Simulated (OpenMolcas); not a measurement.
Pd2+ (d8) on a cation site of an ionic host was computed by CASSCF with the d shell active (OpenMolcas, ANO-RCC-VTZP on the metal). Its lowest spin-free states, and all those of the highest spin:

```tsv
2S+1	Degeneracy	E (cm-1)
3	1	0.0
3	3	10776
1	2	13633
3	3	17294
1	1	22855
1	3	24055
1	3	28251
3	3	28353
1	2	37127
1	3	37481
1	1	60206
```

Task: Is the site octahedral, tetrahedral or cube-like, axial, or of lower symmetry?

Result: The states with 2S+1 = 3 have orbital degeneracies 1, 3, 3, 3. Threefold states need a cubic site. For d8 at this spin an octahedron puts the single A2 below the threefold T2 and a tetrahedron or cube puts the threefold T1 below the threefold T2, so the site is octahedral. The first gap at this spin, 10800 cm-1, is |10Dq| in ligand-field theory. The run had Pd2+ with its 6 nearest fluoride ions at 2.221 Å, on the Na site of NaF (a = 4.634 Å, distance in the model lattice 2.317 Å). The rest of the host is ab initio model potentials to 7.6 Å, with orthogonalisation functions on the cations behind the ligands, and point charges beyond; the distance is set by hand and nothing relaxes, and no local charge compensation is placed. Ligand basis ANO-RCC-VDZP.

Without dynamic correlation the repulsion within the d shell is too large (B by tens of per cent), so at a given field states of lower spin stand too high. Real 4d8 and 5d8 ions are as a rule square planar and diamagnetic. With metal d orbitals alone the field can be off either way by tens of per cent. Ligand-to-metal charge-transfer states are missing. With no ligand orbital active B as a rule stays too high, so bands that hang on it stand too high and its fall with covalency is understated. No measured value stands beside these numbers; the geometry was set by hand and not optimised.
